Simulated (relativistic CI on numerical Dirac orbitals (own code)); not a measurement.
Xe XI: sensitivity of the levels to the model

Base calculation: Dirac-Coulomb-Breit CI, separate exchange-only KLI orbitals for each configuration, model QED (radiative potential, 1s self-energy scaled to tabulated hydrogen-like ionisation energies), unscaled Slater integrals.

Configurations in the expansion (outside the closed core [Ar] 3d10): 4s2.4p6.4d8, 4s2.4p5.4d9, 4s2.4p6.4d7.4f, 4s2.4p6.4d7.5s, 4s.4p6.4d9, 4s2.4p6.4d7.5p, 4s2.4p5.4d8.4f, 4s2.4p6.4d7.5d, 4s2.4p6.4d6.5s.5p, 4s2.4p6.4d6.4f.5s, 4s2.4p6.4d7.6s, 4s.4p6.4d8.4f, 4s2.4p6.4d7.6p, 4s2.4p6.4d7.5f, 4s2.4p5.4d8.5s, 4s2.4p6.4d7.6d, 4s2.4p6.4d7.5g, 4s2.4p6.4d7.7s, 4s2.4p5.4d8.5p, 4s2.4p6.4d7.6f, 4s2.4p6.4d7.7p, 4s2.4p5.4d8.5d, 4s.4p6.4d8.5s, 4s2.4p6.4d6.5s2, 4s2.4p6.4d5.4f.5s2, 4s2.4p6.4d5.5s2.5p, 4s2.4p5.4d6.4f.5s2, 4p6.4d10, 4p5.4d10.4f, 4s.4p6.4d7.5s2, 4s.4p6.4d6.4f.5s2, 4s.4p6.4d6.5s2.5p, 4s.4p5.4d7.4f.5s2. Double excitations out of closed p, d and f shells are left out; levels of such configurations are missing from the list, as are those of other unlisted configurations, and high levels can miss mixing partners. These lack a partner that the ground configuration has and come out too high: 4s2.4p5.4d8.5s, 4s2.4p5.4d8.5p, 4s2.4p5.4d8.5d.

Variants: (1) QED terms removed. Shifts of the energy above 4s2.4p6.4d8 3F_4, in cm⁻¹, for the lowest level and the first level of each name with at least 55 % of one term (blank where a level changes its place among those of its configuration and J or its character, or is not in the variant):

| Level | Base | Δ(1) |
| --- | --- | --- |
| 4s2.4p6.4d8 3F_4 | 0 | 0 |
| 4s2.4p6.4d8 3F_3 | 15085 | -47 |
| 4s2.4p6.4d8 3P_2 | 29447 | -46 |
| 4s2.4p6.4d8 3P_0 | 38262 | -30 |
| 4s2.4p6.4d8 3P_1 | 39565 | -47 |
| 4s2.4p6.4d8 1G_4 | 44125 | -43 |
| 4s2.4p6.4d8 1S_0 | 104258 | -63 |
| 4s2.4p6.4d7.5s 5F_5 | 572048 | -632 |
| 4s2.4p6.4d7.5s 5F_4 | 580284 | -645 |
| 4s2.4p6.4d7.5s 5F_3 | 588211 | -677 |
| 4s2.4p6.4d7.5s 5F_2 | 591655 | -676 |
| 4s2.4p6.4d7.5s 3F_4 | 592526 | -646 |
| 4s2.4p6.4d7.5s 5F_1 | 593553 | -674 |
| 4s2.4p6.4d7.5s 3F_2 | 608889 | -670 |
| 4s2.4p6.4d7.5s 3G_5 | 609604 | -658 |
| 4s2.4p6.4d7.5s 3P_2 | 616755 | -655 |
| 4s2.4p6.4d7.5s 3P_0 | 619737 | -661 |
| 4s2.4p6.4d7.5s 3H_6 | 620986 | -667 |
| 4s2.4p6.4d7.5s 3G_3 | 621063 | -687 |
| 4s2.4p6.4d7.5s 3H_5 | 624702 | -669 |
| 4s2.4p6.4d7.5s 3D_3 | 627747 | -692 |
| 4s2.4p6.4d7.5s 3P_1 | 629043 | -695 |

At this charge energies of transitions that change n are usually good to better than 1 %, and those within a shell (Δn = 0) to a few per cent. Terms inside the open d or f shell come out 10 to 20 % too wide with unscaled integrals. Levels and lines within the n = 5 or 6 shells can be off by up to 10 % or somewhat more, and those that change n by about 2 %, since core polarisation is missing.

Ionisation energy from the two ground configurations alone: base 227.561 eV. The NIST ASD value (semi-empirical) is 229.02 eV.

LS names give the leading component of a level, which can be under half, so a name can repeat, a term be missing and a line seem to break the LS rules.
